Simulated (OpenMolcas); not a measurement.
Au5+ (d6) among equal point charges was computed by CASSCF with the d shell active (OpenMolcas, ANO-RCC-VDZP on the metal). Its lowest spin-free states, and all those of the highest spin:

```tsv
2S+1	Degeneracy	E (cm-1)
5	2	0.0
5	3	2815
3	3	19883
3	2	21132
3	3	22432
3	3	22623
3	1	24416
3	3	24522
3	3	25595
3	1	25822
3	2	27064
3	3	27221
```

**Question.** Is the site octahedral, tetrahedral or cube-like, axial, or of lower symmetry?

**Answer.** The states with 2S+1 = 5 have orbital degeneracies 2, 3. Threefold states need a cubic site. For d6 at this spin an octahedron puts the threefold T2 below the twofold E and a tetrahedron or cube puts the twofold E below the threefold T2, so the site is a tetrahedron or a cube, which this pattern cannot tell apart. The first gap at this spin, 2810 cm-1, is |10Dq| in ligand-field theory. The run had Au5+ among 4 point charges of -1.5 e arranged as a tetrahedron (Td), 1.87 Å from the ion.

Spin-orbit coupling mixes the spin-free states strongly: the lowest level takes only 55 % from its leading state, 5E. An orbital doublet at a regular site is open to a Jahn-Teller distortion, which this geometry leaves out. Without dynamic correlation the repulsion within the d shell is too large (B by tens of per cent), so at a given field states of lower spin stand too high. Point charges give a weaker field than real ligands, and real ions of this kind are as a rule low spin; the high spin found here belongs to the model. The ground term spreads over less than 5000 cm-1, several times less than with real ligands, so orbital moments are less quenched and χT lies further from the spin-only value than at real sites. Point charges carry no covalency, so the field is a model and not that of real ligands. No measured value stands beside these numbers.
